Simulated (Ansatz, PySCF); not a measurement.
This singlet lies 1.47 eV below the relaxed triplet at the level frozen-core CCSD(T)/cc-pVTZ // PBE0-D3(BJ)/def2-TZVP (Ansatz, a quantum-chemistry and plane-wave program).

```xyz
7

N      1.3101     0.1331    -0.6628
Si     0.0888     0.6165    -1.7480
C     -1.3286    -0.0903    -0.5657
O     -2.5027    -0.0256    -0.8202
H      1.1523    -0.3378     0.2200
H      2.2916     0.2870    -0.8348
H     -1.0116    -0.5829     0.4023
```

Charge 0, multiplicity 1.

**Question.** Give the Mulliken and meta-Löwdin atomic charges from PBE-D3(BJ)/def2-TZVP // PBE0-D3(BJ)/def2-TZVP (PySCF).

**Answer.** 
```tsv
atom	Mulliken (e)	meta-Löwdin (e)
N1	-0.47	-0.59
Si2	0.20	0.35
C3	0.00	0.06
O4	-0.19	-0.32
H5	0.21	0.22
H6	0.24	0.25
H7	0.02	0.03
```
